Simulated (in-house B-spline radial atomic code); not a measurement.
Values are calculated unless marked as measured or tabulated.
# Light and heavy implants in Si at 5 keV

The pair potential comes from two frozen, spherical free-atom densities (PBE, B-spline radial code, scalar-relativistic past argon): electrostatics plus the change in Thomas-Fermi kinetic and Dirac exchange energy where they overlap, the recipe behind the universal ZBL potential, which averages such potentials (from solid-state densities) over many pairs. It is written V = (Z1 Z2 e²/r) φ(r/a), with e² = 14.3996 eV·Å and a = 0.46850 Å/(Z1^0.23 + Z2^0.23); ZBL's fit is φ = 0.18175 e^(−3.1998x) + 0.50986 e^(−0.94229x) + 0.28022 e^(−0.4029x) + 0.02817 e^(−0.20162x). Where φ falls below 4e-4 it is continued as an exponential.

The target, Si, is taken as amorphous, density 2.329 g/cm³ (NSM archive of the Ioffe Institute); nuclear stopping from classical scattering on these potentials, electronic stopping by Lindhard and Scharff, compounds by atom fraction, projected range from N (S_n + S_e) dR_p/dE = 1 − N S_n (M2/M1) R_p/(2E), which runs up to 8 % short of the full integral equation; no channelling. Lindhard and Scharff's S_e can be off by tens of per cent.

| ion | mass (u) | N S_n (eV/nm) | N S_e (eV/nm) | S_n = S_e at (keV) | path (nm) | projected range (nm) |
| --- | --- | --- | --- | --- | --- | --- |
| B | 10.81 | 95.2 | 46.3 | 14 | 43.6 | 19.6 |
| F | 19.0 | 236 | 55.5 | 47 | 23.3 | 12.2 |
| Al | 26.98 | 371 | 60.4 | 99 | 16.7 | 9.77 |
| P | 30.97 | 435 | 62.1 | 130 | 14.8 | 9 |
| Zn | 65.38 | 754 | 64.6 | 570 | 10.6 | 7.81 |
| Ge | 72.63 | 781 | 63.5 | 680 | 10.3 | 7.8 |
| As | 74.92 | 793 | 63.6 | 730 | 10.2 | 7.75 |
| Sb | 121.76 | 970 | 61.8 | 1800 | 9.27 | 7.66 |

Problem. How do the nuclear share and the range change from the lightest ion to the heaviest?

Solution. The nuclear share goes from 67 % for B to 94 % for Sb, and the projected range from 19.6 to 7.66 nm, a factor of 2.6. S_e changes by a factor of 1.34, since the heavy ion is slower but has the larger Z1, while S_n grows 10-fold. The heavy ion also keeps its direction better: R_p is 0.83 of the path, against 0.45.

Problem. With a displacement energy of 15 eV taken for illustration, how many displacements per nanometre does Ge start at entry, by the rule 0.8 E_damage/(2 E_d)?

Solution. Taking all nuclear loss as damage energy, an upper bound, 0.8 × 781/(2 × 15) = 20.8 per nm.
